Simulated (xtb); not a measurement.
HCl, charge +1, doublet, at a GFN2-xTB geometry (a state made from the parent by changing its charge; the spin is typed, not shown lowest); GFN1-xTB in xtb.

Here is a job for xtb.
```
$ xtb coord --gfn 1 --chrg 1 --uhf 1 --json

# file coord
$coord
     -0.0000000000      -0.0000000000      -0.1397418076  cl
      0.0000000000       0.0000000000       2.3756108239  h
$end
```

Output, abridged:

```
   ID    Z sym.   atoms
    1   17 cl     1
    2    1 h      2

           -------------------------------------------------
          |                Calculation Setup                |
           -------------------------------------------------

           -------------------------------------------------
          |                 G F N 1 - x T B                 |
           -------------------------------------------------

          ...................................................
          :                      SETUP                      :
          :.................................................:
          :  # basis functions                  12          :
          :  # atomic orbitals                  11          :
          :  # shells                            5          :
          :  # electrons                         7          :
          :  # halogen bonds                     0          :
          :  max. iterations                   250          :
          :  Hamiltonian                  GFN1-xTB          :
          :  restarted?                      false          :
          :  GBSA solvation                  false          :
          :  PC potential                    false          :
          :  electronic temp.          300.0000000     K    :
          :  accuracy                    1.0000000          :
          :  -> integral cutoff          0.2500000E+02      :
          :  -> integral neglect         0.1000000E-07      :
          :  -> SCF convergence          0.1000000E-05 Eh   :
          :  -> wf. convergence          0.2000000E-04 e    :
          :  Broyden damping             0.4000000          :
          :  net charge                          1          :
          :  unpaired electrons                  1          :
          ...................................................

 iter      E             dE          RMSdq      gap      omega  full diag
   1     -4.1573656 -0.415737E+01  0.354E+00    6.82       0.0  T
   2     -4.1638738 -0.650814E-02  0.127E+00    7.17       1.0  T
   3     -4.1643702 -0.496388E-03  0.260E-01    7.32       1.0  T
   4     -4.1643773 -0.718066E-05  0.335E-03    7.33      21.1  T
   5     -4.1643774 -0.151130E-07  0.568E-04    7.33     124.6  T
   6     -4.1643774 -0.404183E-10  0.132E-05    7.33    5364.2  T
   7     -4.1643774 -0.293099E-12  0.367E-09    7.33  100000.0  T

   *** convergence criteria satisfied after 7 iterations ***

         :::::::::::::::::::::::::::::::::::::::::::::::::::::
         ::                     SUMMARY                     ::
         :::::::::::::::::::::::::::::::::::::::::::::::::::::
         :: total energy              -4.157800367549 Eh    ::
         :: gradient norm              0.019289076557 Eh/a0 ::
         :: HOMO-LUMO gap              7.333153877620 eV    ::
         ::.................................................::
         :: SCC energy                -4.164377356465 Eh    ::
         :: -> electrostatic           0.161693249361 Eh    ::
         :: repulsion energy           0.006695822917 Eh    ::
         :: dispersion energy         -0.000118834000 Eh    ::
         :: halogen bond corr.         0.000000000000 Eh    ::
         :: add. restraining           0.000000000000 Eh    ::
         :: total charge               1.000000000000 e     ::
         :::::::::::::::::::::::::::::::::::::::::::::::::::::

           -------------------------------------------------
          |                Property Printout                |
           -------------------------------------------------

    * Orbital Energies and Occupations

         #    Occupation            Energy/Eh            Energy/eV
      -------------------------------------------------------------
         1        2.0000           -1.3109648             -35.6732
         2        2.0000           -0.8762783             -23.8447
         3        1.5000           -0.8022180             -21.8295
         4        1.5000           -0.8022180             -21.8295 (HOMO)
         5                         -0.5327295             -14.4963 (LUMO)
         6                         -0.4471997             -12.1689
         7                         -0.4471997             -12.1689
         8                         -0.4471997             -12.1689
         9                         -0.4471997             -12.1689
        10                         -0.4097121             -11.1488
        11                         -0.0358128              -0.9745
      -------------------------------------------------------------
                  HL-Gap            0.2694884 Eh            7.3332 eV
             Fermi-level           -0.7348459 Eh          -19.9962 eV

  Mulliken/CM5 charges         n(s)   n(p)   n(d)
     1cl    0.68269  0.63404   1.961  4.361 -0.005
     2h     0.31731  0.36596   0.683  0.000  0.000

Wiberg/Mayer (AO) data.
largest (>0.10) Wiberg bond orders for each atom

 ---------------------------------------------------------------------------
     #   Z sym  total        # sym  WBO       # sym  WBO       # sym  WBO
 ---------------------------------------------------------------------------
     1  17 cl   0.903 --     2 h    0.903
     2   1 h    0.903 --     1 cl   0.903
 ---------------------------------------------------------------------------

Topologies differ in total number of bonds
Writing topology from bond orders to xtbtopo.mol

 dipole moment from electron density (au)
     X       Y       Z
  -0.0000   0.0000   0.7176  total (Debye):    1.824

           -------------------------------------------------
          | TOTAL ENERGY               -4.157800367549 Eh   |
          | GRADIENT NORM               0.019289076557 Eh/α |
          | HOMO-LUMO GAP               7.333153877620 eV   |
           -------------------------------------------------

normal termination of xtb
```
